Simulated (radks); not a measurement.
The numbers below are computed, except where a source is named.
Q: These are the eigenvalues of the occupied orbitals of an atom or ion with whole-number occupations (eV). Level of theory: non-relativistic Kohn-Sham, TPSS, spin-polarised, spherical densities, point nucleus; meta-GGA in the generalised Kohn-Sham scheme (a radial shooting solver on a logarithmic mesh with Libxc functionals).

1s down: -72271.89
1s up: -72271.88
2s up: -12924.74
2s down: -12924.67
2p up: -12455.01
2p down: -12454.97
3s up: -3836.994
3s down: -3834.148
3p up: -3619.139
3p down: -3616.517
3d up: -3214.934
3d down: -3212.965
4s up: -1546.853
4s down: -1543.459
4p up: -1451.139
4p down: -1447.659
4d up: -1277.967
4d down: -1274.245
4f up: -1056.475

Which element is it, and in what charge state? The configuration may be excited. Open shells, if any, are filled with parallel spins first.

A: Z = 78, platinum, charge +30: Pt30+ in [Kr] 4d10 4f2. The list shows which subshells hold electrons but not how many an open one holds; the 1s level, -2655.9 hartree, gives Z - s = 72.9 by -(Z - s)^2/2, which with screening narrows Z to a few neighbours, and the depths of the outer levels then fix element, charge and occupations together.
